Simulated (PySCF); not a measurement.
Stepwise substitution at one centre (Sn OCH3-SiH3). Gas-phase values, no solvent. One relaxed conformer stands for each flexible species; it need not be the lowest. Strings in code marks are SMILES.

The HOMO–LUMO gap from two functionals at the same geometries (PBE0-D4/def2-SVP), both in PySCF: PBE-D3(BJ)/def2-TZVP and B3LYP-D3(BJ)/def2-TZVP. B3LYP has the VWN-RPA correlation part, as in Gaussian. 

| species | PBE-D3(BJ)/def2-TZVP (eV) | B3LYP-D3(BJ)/def2-TZVP (eV) |
|---|---|---|
| 0 of 4 OCH3 replaced by SiH3 | 3.69 | 5.74 |
| 1 of 4 OCH3 replaced by SiH3 (`C[O][Sn]([SiH3])([O]C)[O]C`) | 3.99 | 5.93 |
| 2 of 4 OCH3 replaced by SiH3 | 4.25 | 6.06 |
| 3 of 4 OCH3 replaced by SiH3 | 3.81 | 5.55 |
| 4 of 4 OCH3 replaced by SiH3 (`[SiH3][Sn]([SiH3])([SiH3])[SiH3]`) | 5.31 | 6.70 |

Over these rows, drawn at random from the members with no instability flagged (it was tested for open shells, ions and some series alone), PBE minus B3LYP-D3(BJ): mean -1.79 eV, from -2.04 eV to -1.39 eV.
